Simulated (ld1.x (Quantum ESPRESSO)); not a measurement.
**Logarithmic derivatives: osmium, TM**

Os, norm-conserving Troullier–Martins (Kleinman–Bylander form), made with ld1.x (Quantum ESPRESSO) 7.5 (PBE, fully relativistic). Core [Xe] 4f14, reference 5d6 6s2 6p0. Waves: 6s (bound): rc 2.30 bohr; 5d (bound): rc 2.05 bohr; 6p (bound, empty): rc 2.95 bohr. Local part: the p channel. Core correction: Bessel-smoothed model core, default radius (core density twice the valence density).

Open shells are filled in proportion to 2j + 1 (rel_dist='average').

The phase is arctan(r·u′/u) with u = r·R(r), unwrapped; energies in Ry, scanned from -2 to 5 Ry. A pole is an energy at which the radial function vanishes at the test radius. The pseudo phase is shifted by a multiple of π to meet the all-electron one at the reference energy, and phase errors are pseudo minus all-electron; the curves can meet again beyond the range given. Levels narrower than the energy grid can be missing from the lists of poles.

```
channel  radius (bohr)  reference energy (Ry)  poles, all-electron  poles, pseudo  unbroken range about the reference energy with phases within 0.05 rad  phase error 1 Ry above the reference energy (rad)
      s           3.20                  -0.45                 0.49     0.46, 3.21                                                              below 1.3                                             -0.010
   p1/2           3.20                  -0.12                 1.38           1.50                                       not even at the reference energy                                             +0.051
   p3/2           3.20                  -0.08                 1.76           1.50                                       not even at the reference energy                                             -0.047
   d3/2           3.20                  -0.51          -0.35, 3.65    -0.34, 4.87                                                              below 0.5                                             +0.050
   d5/2           3.20                  -0.43          -0.24, 3.76    -0.24, 4.98                                                              below 0.6                                             +0.050
```

Phases in the d5/2 channel:

| E (Ry) | all-electron | pseudo |
| --- | --- | --- |
| -2.00 | 1.344 | 1.347 |
| -1.52 | 1.303 | 1.307 |
| -1.04 | 1.210 | 1.218 |
| -0.56 | 0.210 | 0.233 |
| -0.08 | -1.688 | -1.677 |
| 0.40 | -1.861 | -1.827 |
| 0.88 | -2.077 | -1.971 |
| 1.36 | -2.756 | -2.266 |
| 1.84 | -4.040 | -3.159 |
| 2.32 | -4.443 | -4.108 |
| 2.80 | -4.585 | -4.417 |
| 3.28 | -4.660 | -4.545 |
| 3.76 | -4.712 | -4.615 |
| 4.24 | -4.756 | -4.661 |
| 4.72 | -4.799 | -4.696 |
